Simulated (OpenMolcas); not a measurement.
**C5H12Si (vinyltrimethylsilane): methods side by side**

C5H12Si has 18 atoms, charge 0, and is taken as a singlet. SMILES: `C=C[Si](C)(C)C`. Geometry: relaxed at PBE0-D4/def2-TZVP. This is one conformer, not always the lowest.

```xyz
18

C    -2.4635   -0.5608    0.4411
C    -1.6000    0.0415   -0.3722
Si    0.2500    0.0980   -0.1112
C     0.6938   -0.8173    1.4613
C     0.7913    1.8894    0.0123
C     1.0951   -0.7025   -1.5817
H    -3.5338   -0.5703    0.2520
H    -2.1382   -1.0766    1.3408
H    -2.0090    0.5366   -1.2545
H     0.2185   -0.3653    2.3356
H     1.7751   -0.7929    1.6220
H     0.3894   -1.8660    1.4138
H     0.3219    2.3833    0.8667
H     1.8758    1.9638    0.1322
H     0.5170    2.4463   -0.8876
H     0.8076   -1.7526   -1.6761
H     0.8258   -0.1974   -2.5133
H     2.1832   -0.6573   -1.4811
```

Each level gives the dipole moment (D). The values are calculated.

```
                              level             kind     program  value (D)  CPU time
    HF/6-31G* (spherical functions)     Hartree–Fock  OpenMolcas       0.08      21 s
 SVWN5/6-31G* (spherical functions)              LDA  OpenMolcas       0.25   1.8 min
  BLYP/6-31G* (spherical functions)              GGA  OpenMolcas       0.21   2.1 min
 M06-L/6-31G* (spherical functions)         meta-GGA  OpenMolcas       0.18   2.6 min
M06-2X/6-31G* (spherical functions)  hybrid meta-GGA  OpenMolcas       0.11   2.6 min
 B3LYP/6-31G* (Cartesian functions)    global hybrid  OpenMolcas       0.15   2.2 min
```

The values span 0.08 to 0.25 D. Magnitudes only. CPU times are rough (shared hosts, several kinds of processor): they show what a rung costs within a factor of a few.
